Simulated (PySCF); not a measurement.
## Calculated data, C2H6GeN

Computed with PySCF 2.14.0. Calculation on a computer-drawn molecule: the log of a Hartree-Fock and frozen-core CCSD(T) single point meant for a local Hartree-Fock minimum, with one planted fault or none, to be diagnosed. Offsets are logged minus clean, where the clean run is the same molecule without the fault. The reference is restricted for singlets and unrestricted otherwise, and also for a bond in bohr or an excited solution. Adding or removing an electron swaps singlet and doublet. The excited solution moves the top pair (singlet) or top alpha electron (doublet) to the lowest empty orbital. Highest occupied and lowest empty are orbital energies over both spins, largest force is the largest gradient component, triples share is (T) over the correlation energy, the T1 limit is 0.02 restricted and 0.045 unrestricted, electrons count all cores, a negative frequency is imaginary (commonest isotopes), and the dipole is about the centre of nuclear charge; on germanium a core potential holds 10 electrons, which the energies leave out, and 3d is frozen in MP2 and coupled-cluster steps.

Common to all runs: meant charge 0; meant multiplicity 2; meant basis cc-pVDZ; meant basis and core potential on germanium cc-pVDZ-PP ECP10MDF; logged electrons 57; logged basis functions 95; logged SCF converged yes; possible faults no fault, one electron removed, one electron added, multiplicity raised by two, geometry at a saddle point, SCF held on an excited solution, minimal basis STO-3G, one bond length entered in bohr, all coordinates scaled.

(1) C2H6GeN

Logged structure:
```xyz
10
C2H6GeN
C      1.5288    -0.4602     1.4644
C      0.8735     0.7391     0.8393
N      1.1982     1.1725    -0.2908
Ge     0.4292     2.6492    -1.1183
H      0.7792    -1.2285     1.6738
H      2.2911    -0.8637     0.8007
H      1.9825    -0.1821     2.4197
H      0.0888     1.2002     1.4562
H      1.5509     3.6694    -1.3787
H     -0.1586     2.1740    -2.4582
```

- logged spin squared: 0.8313
- logged highest occupied: -2.4172 eV
- logged lowest empty: -1.2801 eV
- logged largest force: 0.061905 hartree/bohr
- logged dipole magnitude: 3.5105 debye
- logged SCF stable within its kind: no
- logged energy HF: -426.80997 hartree
- planted fault: SCF held on an excited solution
- HF energy offset from clean run: 129.1 kcal/mol

Drawn bonds:
| atom | other atom | order |
| --- | --- | --- |
| 1 | 2 | 1 |
| 2 | 3 | 1 |
| 3 | 4 | 2 |
| 1 | 5 | 1 |
| 1 | 6 | 1 |
| 1 | 7 | 1 |
| 2 | 8 | 1 |
| 4 | 9 | 1 |
| 4 | 10 | 1 |

Notes: coupled-cluster numbers left out as unreliable.

(2) C2H6GeN

Structure as in entry 1.

* logged spin squared: 0.7626
* logged highest occupied: -8.4489 eV
* logged lowest empty: 1.257 eV
* logged largest force: 3.287e-05 hartree/bohr
* logged lowest frequency: 125.12 cm⁻¹
* logged T1 diagnostic: 0.017731
* logged D1 diagnostic: 0.081537
* logged triples share: 0.033119
* logged CC converged: yes
* logged dipole magnitude: 1.984 debye
* logged SCF stable within its kind: yes
* logged energy HF: -427.01563 hartree
* logged energy CCSD(T): -427.60169 hartree
* planted fault: no fault
* HF energy offset from clean run: 0 kcal/mol
* CCSD(T) energy offset from clean run: 0 kcal/mol

Drawn bonds:
| atom | other atom | order |
| --- | --- | --- |
| 1 | 2 | 1 |
| 2 | 3 | 1 |
| 3 | 4 | 2 |
| 1 | 5 | 1 |
| 1 | 6 | 1 |
| 1 | 7 | 1 |
| 2 | 8 | 1 |
| 4 | 9 | 1 |
| 4 | 10 | 1 |
